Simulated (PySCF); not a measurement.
# Unknown compound

An unknown has the formula C7H15NSi. Its calculated NMR data are:

¹H NMR (600 MHz, computed): δ 4.65 (s, 3H), 2.78 (m, 1H), 1.76 (m, 2H), 1.73 (m, 2H), 1.72 (m, 2H), 1.26 (m, 2H), 1.12 (m, 2H), -0.22 (br s, 1H).

¹³C{¹H} NMR (computed): δ 66.6 (CH), 43.2 (CH), 30.9 (CH2), 28.8 (CH2).

Calculated, not measured (PySCF 2.14): GFN2-xTB geometry, shielding tensors at PBE0/pcSseg-1 (GIAO). No solvent, one averaged value for each set of equivalent atoms, single conformer, no relativistic terms.

Referencing at the same level of theory: ¹H, ¹³C against TMS.

Problem. Which of these isomers gave the spectra?
A. C=C[C@@]1(N(C)C)[SiH2][C@@H]1C
B. [SiH3]N[C@]12CC[C@H](CC1)C2
C. [SiH3]N[C@H]1[C@H]2CC[C@@H]1CC2

Solution. C. 

1. The formula gives 2 degrees of unsaturation (2 rings in the answer).
2. 4 carbon signals for 7 carbons: some carbons are equivalent by symmetry or fast rotation.
3. Carbon types of the structure: 3 × CH, 4 × CH2, leaving 4 H on heteroatoms.
4. δC 66.6: sp3 CH bonded to N; pulled downfield by the heteroatom.
5. δC 43.2: sp3 CH in a ring; a saturated carbon with 3 carbon neighbours and no heteroatom attached.
6. δC 30.9, 28.8: sp3 CH2 in a ring; saturated and bonded to C and H only.
7. δH 1.73, 1.72, 1.26, 1.12: hydrogen on an sp3 CH2 in a ring; far from electronegative atoms and π systems.
8. δH -0.22: hydrogen on a nitrogen bonded to C, Si; labile proton, position sensitive to the medium.

The others: [SiH3]N[C@]12CC[C@H](CC1)C2 would give 5 carbon signals, not 4; C=C[C@@]1(N(C)C)[SiH2][C@@H]1C would give 6 carbon signals, not 4.

OH and NH positions are those of a molecule without intermolecular hydrogen bonds; in solution they move with solvent, concentration and temperature, and exchange usually removes their couplings. Shifts are as computed. Against solution values, carbons near 30 ppm lie about +3 ppm off and those near 130 ppm about +5 ppm. Of 1211 compounds with measured shifts, 218 miss one by over three times the rms of a fit or turn the order of signals round; such compounds aren't used in these exercises. Multiplicities follow the n + 1 count of equivalent neighbours, as no J values were calculated; m marks all less simple cases, F and P coupling included.
